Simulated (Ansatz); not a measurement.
Job for Ansatz (a program for electronic structure): R-CCSD(T)/def2-SVP on FGeH3Si (SMILES [F][Ge][SiH3]), a point of a torsion scan. The run froze 20 orbitals, filled d shells among them.

Ansatz 0.2 input:
```yaml
crystal:
  periodic: [false, false, false]
  atoms:
    - {symbol: F, position_ang: [2.48058477, 0.58725550, -0.21102397]}
    - {symbol: Ge, position_ang: [1.64802609, -0.96146305, 0.29951336]}
    - {symbol: Si, position_ang: [-0.61436405, -0.03645100, 0.02475568]}
    - {symbol: H, position_ang: [-0.82158916, 0.82831327, -1.14445916]}
    - {symbol: H, position_ang: [-1.04887022, 0.75446361, 1.19011990]}
    - {symbol: H, position_ang: [-1.62640285, -1.10344235, -0.09687640]}
basis:
  gaussian:
    orbitals: def2-SVP
magnetization: {spin_polarized: false}
correlation: {method: ccsd_t, electrons: outside_noble_gas}
scf: {lower_state_search: off}
```

Program output:

```
WARN ansatz: RAYON_NUM_THREADS=1 ignored (pool sized by the plan → 1); use --threads N
Functional definition: HF
these checks for a lower state are left out or cut short: stability, starts, cluster_reference, orbital_swaps, neighbouring_geometries, increment
integrals: 0.06 GiB planned
764 factors; integrals over basis functions are off by at most 1.2e-3 eV
mean field: 0.22 GiB planned
mean field evaluation 1: about -67074.8536 eV, gradient 3.0e1 eV
mean field evaluation 2: about -67074.8639 eV, gradient 3.0e1 eV
mean field evaluation 4: about -67077.1816 eV, gradient 2.5e0 eV
mean field evaluation 8: about -67077.2324 eV, gradient 3.4e-4 eV
mean field -67077.23243196 eV, -2465.0428252936 hartree, gradient 3.0e-6 eV, S^2 0.000000; 0 other end points of the search recorded, 0 dependent functions left out
20 core orbitals not correlated
reference -67077.23243196 eV, -2465.0428252936 hartree; 9, 9 occupied and 50, 50 virtual orbitals, 764 factors
second order -9.93791230 eV of doubles, -0.00000000 eV of singles
coupled cluster: 0.14 GiB planned
cycle   1  -10.49508297 eV  change   -5.6e-1 eV  update   1.1e-1
cycle   2  -10.85695636 eV  change   -3.6e-1 eV  update   4.0e-2
cycle   3  -10.99434674 eV  change   -1.4e-1 eV  update   2.6e-2
cycle   4  -10.99018155 eV  change    4.2e-3 eV  update   6.6e-3
cycle   5  -10.98621709 eV  change    4.0e-3 eV  update   3.1e-3
cycle   6  -10.98667581 eV  change   -4.6e-4 eV  update   1.0e-3
cycle   7  -10.98649196 eV  change    1.8e-4 eV  update   4.3e-4
cycle   8  -10.98640372 eV  change    8.8e-5 eV  update   1.5e-4
cycle   9  -10.98648550 eV  change   -8.2e-5 eV  update   5.6e-5
cycle  10  -10.98649857 eV  change   -1.3e-5 eV  update   2.1e-5
perturbative correction -0.25585453 eV, -0.0094024804 hartree
Total energy: -67088.47478506 eV, -2465.4559741494 hartree
Checks for a lower state left out: stability, starts, cluster_reference, orbital_swaps, neighbouring_geometries, increment
```

The calculation finished and met its thresholds.

Cost: around 2.3 core-seconds (rough).
